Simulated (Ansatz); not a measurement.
One change: `B[SiH2]B[SiH2]C` becomes `C[SiH2]B[SiH3]`.

Ansatz, PBE0-D4/def2-TZVP geometries, multiplicity 1. Each molecule was computed in one conformer, which needn't be the lowest.

```json
{"property": "size of the dipole moment (PBE/def2-TZVPP) / D", "`B[SiH2]B[SiH2]C`": "0.61"}
{"property": "HOMO energy (B3LYP/def2-TZVPP) / eV", "`B[SiH2]B[SiH2]C`": "-7.38"}
{"property": "HOMO energy (PBE/def2-TZVPP) / eV", "`B[SiH2]B[SiH2]C`": "-6.50"}
{"property": "HOMO–LUMO gap (PBE/def2-TZVPP) / eV", "`B[SiH2]B[SiH2]C`": "2.39"}
{"property": "LUMO energy (PBE/def2-TZVPP) / eV", "`B[SiH2]B[SiH2]C`": "-4.11"}
{"property": "size of the dipole moment (B3LYP/def2-TZVPP) / D", "`B[SiH2]B[SiH2]C`": "0.56"}
```

Give the same properties after the change, and the shifts. (Best estimate.)

Ansatz gave: 
```tsv
property	`C[SiH2]B[SiH3]`	shift
size of the dipole moment (PBE/def2-TZVPP) / D	0.54	-0.07
HOMO energy (B3LYP/def2-TZVPP) / eV	-7.57	-0.19
HOMO energy (PBE/def2-TZVPP) / eV	-6.60	-0.10
HOMO–LUMO gap (PBE/def2-TZVPP) / eV	2.95	0.56
LUMO energy (PBE/def2-TZVPP) / eV	-3.65	0.46
size of the dipole moment (B3LYP/def2-TZVPP) / D	0.43	-0.13
```

With PBE0 the HOMO falls by 0.18 eV and the LUMO rises by 0.50 eV, so the gap widens by about 0.68 eV. PBE moves the HOMO by -0.10 eV and ωB97M-V by -0.22 eV. Dipoles are sizes alone; their direction can turn.

B3LYP here is the variant with VWN-RPA as its local correlation; programs differ in this.
